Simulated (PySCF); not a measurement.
Where the electron goes

Compound: C₅H₈ClNO.
Z-matrix (Å and degrees, GFN2-xTB geometry), rows numbered from 1:
```
O 
C   1  1.2067
N   2  1.3458  1  126.34
C   3  1.4436  2  115.20  1  -178.36
C   4  1.5334  3  102.81  2   -18.06
C   5  1.5308  4  103.82  3    26.44
C   6  1.5158  2  110.94  1   -40.29
Cl  7  1.7843  6  110.71  2   176.38
H   3  1.0067  2  122.07  1    -4.54
H   4  1.0976  3  110.66  2   100.91
H   4  1.0922  3  110.85  2  -138.64
H   5  1.0907  4  110.01  3   -90.67
H   5  1.0871  4  112.39  3   148.43
H   6  1.0953  2  107.09  1    78.65
H   7  1.0897  6  110.44  2    57.36
H   7  1.0902  6  111.35  2   -64.79
```

Level of theory: TDDFT PBE0/def2-SVPD, vertical, gas phase, core orbitals frozen in the response in PySCF 2.14.0, density-fitted response routines.

Frontier orbitals with the atoms that hold most of them (Löwdin shares over 4%, at most four atoms; ? is withheld):

```tsv
orbital	ε (eV)	atoms
LUMO+2	0.82	Cl8 38%, C2 15%, C7 13%, O1 9%
LUMO+1	0.45	C4 22%, H11 12%, H9 10%, H10 9%
LUMO	0.18	?
HOMO	-7.50	?
HOMO-1	-7.74	N3 39%, O1 30%, C4 9%, C2 8%
HOMO-2	-8.54	Cl8 75%, C7 14%, H15 5%
HOMO-3	-8.64	Cl8 73%, C7 11%, C6 6%
```

Question: Which atoms hold the HOMO, and with what shares?

Answer: O1 (bonded to C) 59%; C2 (bonded to C, N and O) 10%; C6 (bonded to 3 C and H) 10%; N3 (bonded to 2 C and H) 9%. By element: oxygen 59%, carbon 20% or more, nitrogen 9%.

Question: Which atoms hold the LUMO, and with what shares?

Answer: C2 (bonded to C, N and O) 21%; Cl8 (bonded to C) 18%; O1 (bonded to C) 15%; N3 (bonded to 2 C and H) 10%.

Question: The HOMO–LUMO gap is 7.68 eV. Where does the response calculation put the lowest singlet, and from which orbitals?

Answer: S1 is at 5.71 eV (f = 0.0010), 1.97 eV below the gap, made of HOMO→LUMO (72%), HOMO→LUMO+2 (13%). Without the coupling terms of the response equations the lowest excitation would equal the gap.

Question: One configuration dominates each of S1 and S6. Which, and how do the shares of the two leading atoms of either orbital change from the occupied to the empty one?

Answer: 
- S1 (5.71 eV, f 0.0010), HOMO→LUMO (72%): O1 59% → 15%, C2 10% → 21%, Cl8 at most 9% → 18%
- S6 (7.32 eV, f 0.0031), HOMO-2→LUMO (72%): Cl8 75% → 18%, C7 14% → at most 10%, C2 at most 4% → 21%

One conformer stands for the species.
